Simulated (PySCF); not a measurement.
Sm(III) with more and more SH

Computed with PySCF 2.14.0, PBE0, def2-SVP on the ligands, density fitting, scalar-relativistic core potentials, no spin-orbit coupling, vacuum. The metal has lcecp-1-SVP with ECP51. Each complex is relaxed within the symmetry of its template. Distances are means of the shortest metal–ligand contacts, charges and spins Mulliken's; removal energies are rigid, with the ligand's formal charge and no counterpoise, so too large; for an anion taken off a cation in vacuum most of it is the attraction of opposite charges, and multiply charged cations can part far more cheaply with an electron moved from ligand to metal. lcecp potentials hold a fixed number of 4f electrons in the core, out of states, spins and gaps.

| complex | point group | M–SH (Å) | charge on M (e) | dipole (D) | removal of one SH (eV) | strongest infrared band, degenerate modes summed (cm⁻¹) | unstable modes (below −25 cm⁻¹) |
| --- | --- | --- | --- | --- | --- | --- | --- |
| [Sm(SH)2]+ | C2, nearly C2v | 2.523 | 1.12 | – | 14.21 | 382 | 0 |
| [Sm(SH)4]− | S4 | 2.705 | 0.61 | – | 4.56 | 264 | 0 |

**Question.** What does the calculation give for Sm(SH)3?

**Answer.** point group: C3, nearly C3h, M–SH (Å): 2.626, charge on M (e): 0.86, dipole (D): 0.44, removal of one SH (eV): 8.95, strongest infrared band, degenerate modes summed (cm⁻¹): 311, unstable modes (below −25 cm⁻¹): 0.
```xyz
7

Sm    0.0000    0.0000    0.9086
S     2.5941    0.4036    0.9798
H     2.9193   -0.9113    0.9788
S    -1.6466    2.0448    0.9798
H    -0.6704    2.9838    0.9788
S    -0.9475   -2.4484    0.9798
H    -2.2489   -2.0725    0.9788
```

The more ligands, the longer each bond and the weaker the last ligand is held.

Moved off a saddle point of the template and relaxed again: Sm(SH)3, [Sm(SH)4]−. One start shape was tried for each, so a minimum needn't be the lowest isomer.
